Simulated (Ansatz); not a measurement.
`[Al][I]` + HCl → `[Al][Cl]` + HI at 500 K and 1 bar (ligand exchange at the Al–I bond).

Calculated with Ansatz (gas phase, PBE0-D4/def2-TZVP geometries, no zero-point term in ΔE). CBS: MP2 limit from def2 TZ/QZ plus the TZ coupled-cluster correction, frozen cores. This one scheme is used for every species. Elements past krypton have def2 core potentials. For I outer-core shells are correlated without core-valence functions, which leaves a few kJ/mol of doubt a bond.

```csv
species,CCSD(T)/CBS energy (Eh),H − E (kJ/mol),S (J/(mol·K))
`[Al][I]`,-539.49397,19.0,266.7
HCl,-460.38127,32.5,201.9
`[Al][Cl]`,-701.84207,19.3,246.4
HI,-298.03592,28.6,221.6
```

H − E and S are ideal-gas, rigid-rotor, harmonic terms from PBE0-D4/def2-TZVP. 1 Eh = 2625.50 kJ/mol, R = 8.31446 J/(mol·K).

By hand: ΔE, ΔH, ΔS and ΔG.

ΔE = (-701.84207) + (-298.03592) − (-539.49397) − (-460.38127) = -0.00275 Eh = -7.2 kJ/mol. Δ(H − E) = 19.3 + 28.6 − 19.0 − 32.5 = -3.6, so ΔH = -10.8 kJ/mol. ΔS = 246.4 + 221.6 − 266.7 − 201.9 = -0.6 J/(mol·K). ΔG = -10.8 − 500 × (-0.6)/1000 = -10.5 kJ/mol.

By hand: the equilibrium constant, and the temperature at which ΔG would vanish if ΔH and ΔS stayed fixed.

log₁₀ K = −ΔG/(RT ln 10) = 1.1. ΔG = 0 at ΔH/ΔS = 18000 K, far beyond where these terms or the molecules hold.

The number of gas molecules stays the same, so ΔS is small and ΔH decides. A doubt of 5 kJ/mol in ΔE shifts log₁₀ K by 0.5 here. These are equilibria of isolated gas molecules and say nothing of rates. Largest T1 diagnostic: 0.011 (customary marks: 0.02 for closed shells, 0.045 for open ones).
